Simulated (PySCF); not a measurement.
# How methods differ on the excitation energy of Au

Au [Xe] 4f14 5d10 6s1 (2S) → Au [Xe] 4f14 5d10 6d1 (2D), as a difference of total energies. Calculation: PySCF 2.14, in aug-cc-pVDZ-PP with ECP60MDF (5s5p4d2f, 54 functions); scalar relativity through the core potential. Correlated levels: valence: 5s2 5p6 frozen. The calculations carry no spin-orbit coupling.

| method | excitation energy (eV) |
| --- | --- |
| UHF | 7.405 |
| LDA | 8.905 |
| PBE | 8.399 |
| PBE0 | 8.252 |
| r2SCAN | 8.530 |
| B2PLYP | 8.461 |
| BP86 | 8.478 |
| MN15 | 9.183 |
| wB97X | 8.452 |
| MP2 (valence) | 8.722 |
| SCS-MP2 (valence) | 8.566 |

Question: How much does correlation contribute at MP2 (valence)?

Answer: 8.722 − (7.405) = 1.317 eV, measured against UHF.

The promoted electron is Rydberg-like, and one or two diffuse shells describe it only roughly, which tends to raise the upper state.

In the upper state the promoted electron has a positive orbital energy at LDA, PBE, PBE0, r2SCAN, B2PLYP, BP86, MN15, so the basis confines it.
